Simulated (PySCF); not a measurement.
As²⁺: excitation energy

As²⁺ [Ar] 3d10 4s2 4p1 (2P) → As²⁺ [Ar] 3d10 4s1 4p2, s spin flipped, as a difference of total energies. Calculation: PySCF 2.14, in def2-TZVPPD; no relativity, point nucleus. Correlated levels: valence: [Ar] 3d10 frozen; valence and next inner shell: [Ne] frozen. The calculations carry no spin-orbit coupling.

| method | excitation energy (eV) |
| --- | --- |
| UHF | 11.519 |
| LDA | 10.258 |
| PBE | 10.165 |
| PBE0 | 10.520 |
| r2SCAN | 10.430 |
| BLYP | 10.210 |
| B2PLYP | 10.564 |
| MN15 | 9.957 |
| TPSSh | 10.404 |
| MP2 (valence) | 10.768 |
| SCS-MP2 (valence) | 10.691 |
| MP2 (valence and next inner shell) | 10.821 |
| SCS-MP2 (valence and next inner shell) | 10.723 |

Problem. How much does correlation contribute at MP2 (valence and next inner shell)?

Solution. 10.821 − (11.519) = -0.698 eV, measured against UHF.

The upper determinant mixes two multiplicities, so it lies between the two terms.
